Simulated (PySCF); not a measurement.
# Atomic charges against the basis set

Compound: CH₅BF₃N.
Structure used (PBE0-D3(BJ)/def2-SVP), in Å, numbered top down from 1:
```
atom  x, y, z in Å
N1    -1.1954   -0.2477   -0.4482
B2     0.3924   -0.5549   -0.3814
C3     0.9225    0.5610    0.6463
F4     2.2305    0.5239    0.8986
F5     0.6414    1.8240    0.2100
F6     0.2867    0.4767    1.8532
H7    -1.6070   -0.3243    0.4848
H8    -1.3558    0.7069   -0.7781
H9    -1.6787   -0.8930   -1.0722
H10    0.5250   -1.6812    0.0612
H11    0.8403   -0.3918   -1.5016
```

PBE0 throughout (PySCF), one geometry, spherical d and f functions. Isolated species at its PBE0-D3(BJ)/def2-SVP geometry, gas phase. Atoms taken as equivalent share a column and are averaged.

Mulliken charges (e):

```tsv
basis	functions	N1	B2	C3	F4/F5/F6	H7/H8/H9	H10/H11
STO-3G	35	-0.414	+0.025	+0.207	-0.150	+0.271	-0.090
6-31G	64	-0.885	+0.093	+0.676	-0.324	+0.389	-0.039
pcSseg-0	64	-0.835	+0.116	+0.619	-0.362	+0.375	+0.030
6-31G*	94	-0.882	-0.086	+0.843	-0.339	+0.404	-0.035
cc-pVDZ	109	+0.065	-0.217	+0.455	-0.210	+0.144	-0.053
def2-SVP	109	-0.027	-0.197	+0.504	-0.233	+0.169	-0.043
aug-cc-pVDZ	183	-0.053	-1.039	+1.310	-0.515	+0.083	+0.539
6-311+G(2d,p)	192	-0.666	-0.064	+0.694	-0.316	+0.330	-0.004
def2-TZVP	216	-0.424	-0.351	+0.460	-0.195	+0.297	+0.004
cc-pVTZ	250	-0.010	-0.372	+0.453	-0.195	+0.170	+0.003
IGLO-III	260	-0.575	-0.024	+0.434	-0.234	+0.316	-0.042
```

IAO charges (e):

| basis | functions | N1 | B2 | C3 | F4/F5/F6 | H7/H8/H9 | H10/H11 |
| --- | --- | --- | --- | --- | --- | --- | --- |
| STO-3G | 35 | -0.364 | -0.219 | +0.319 | -0.172 | +0.277 | -0.025 |
| 6-31G | 64 | -0.442 | -0.243 | +0.620 | -0.286 | +0.310 | -0.003 |
| pcSseg-0 | 64 | -0.413 | -0.252 | +0.618 | -0.283 | +0.302 | -0.005 |
| 6-31G* | 94 | -0.424 | -0.236 | +0.686 | -0.301 | +0.302 | -0.013 |
| cc-pVDZ | 109 | -0.417 | -0.254 | +0.683 | -0.300 | +0.301 | -0.008 |
| def2-SVP | 109 | -0.408 | -0.249 | +0.683 | -0.301 | +0.300 | -0.012 |
| aug-cc-pVDZ | 183 | -0.434 | -0.256 | +0.695 | -0.307 | +0.308 | -0.004 |
| 6-311+G(2d,p) | 192 | -0.439 | -0.253 | +0.693 | -0.307 | +0.309 | -0.004 |
| def2-TZVP | 216 | -0.439 | -0.254 | +0.703 | -0.309 | +0.309 | -0.005 |
| cc-pVTZ | 250 | -0.439 | -0.254 | +0.701 | -0.308 | +0.309 | -0.006 |
| IGLO-III | 260 | -0.440 | -0.254 | +0.698 | -0.308 | +0.310 | -0.004 |

Hirshfeld charges (e):

```csv
basis,functions,N1,B2,C3,F4/F5/F6,H7/H8/H9,H10/H11
STO-3G,35,+0.023,-0.063,+0.162,-0.118,+0.154,-0.114
6-31G,64,-0.044,-0.066,+0.181,-0.130,+0.167,-0.091
pcSseg-0,64,-0.043,-0.071,+0.171,-0.122,+0.167,-0.096
6-31G*,94,-0.047,-0.067,+0.171,-0.122,+0.166,-0.094
cc-pVDZ,109,-0.064,-0.071,+0.160,-0.114,+0.170,-0.096
def2-SVP,109,-0.065,-0.074,+0.168,-0.117,+0.171,-0.095
aug-cc-pVDZ,183,-0.093,-0.057,+0.170,-0.120,+0.169,-0.085
"6-311+G(2d,p)",192,-0.086,-0.053,+0.171,-0.123,+0.170,-0.086
def2-TZVP,216,-0.087,-0.059,+0.169,-0.120,+0.171,-0.087
cc-pVTZ,250,-0.087,-0.062,+0.168,-0.117,+0.171,-0.090
IGLO-III,260,-0.095,-0.058,+0.171,-0.120,+0.171,-0.085
```

Some averages cover members that differ in this geometry, most widely: H7/H8/H9, Mulliken in aug-cc-pVDZ +0.003 to +0.124; F4/F5/F6, Mulliken in 6-311+G(2d,p) -0.334 to -0.280; F4/F5/F6, Mulliken in def2-SVP -0.251 to -0.199; F4/F5/F6, Mulliken in cc-pVDZ -0.227 to -0.177 e.

Which scheme is steadiest as the basis changes?

Largest range over the bases for any column: Hirshfeld 0.12 e, IAO 0.38 e, Mulliken 1.16 e. Hirshfeld charges move least and Mulliken charges most, counted in e. Without the minimal STO-3G basis the ranges are Hirshfeld 0.05, IAO 0.09, Mulliken 1.16 e.

How much do the charges still move between the two largest bases, cc-pVTZ and IGLO-III?

At most, over all atoms: Mulliken 0.565 e, IAO 0.003 e, Hirshfeld 0.007 e.

What do the same runs give for the total energy, the frontier levels and the dipole moment?

```csv
basis,energy (Eh),HOMO (eV),LUMO (eV),μ (D)
STO-3G,-414.0327,-3.52,7.49,6.27
6-31G,-419.7433,-8.47,0.77,6.57
pcSseg-0,-418.8901,-8.65,0.44,6.53
6-31G*,-419.8374,-8.15,0.97,6.10
cc-pVDZ,-419.8737,-8.31,0.40,6.14
def2-SVP,-419.5361,-8.44,0.38,6.22
aug-cc-pVDZ,-419.9116,-8.65,-0.96,6.08
"6-311+G(2d,p)",-419.9939,-8.69,-0.82,6.17
def2-TZVP,-420.0351,-8.64,-0.23,6.13
cc-pVTZ,-420.0152,-8.58,-0.11,6.06
IGLO-III,-420.0438,-8.67,-0.50,6.10
```

The dipole is fixed by the density alone, so its range of 0.51 D shows that the density itself changes with the basis, not only its division among atoms.
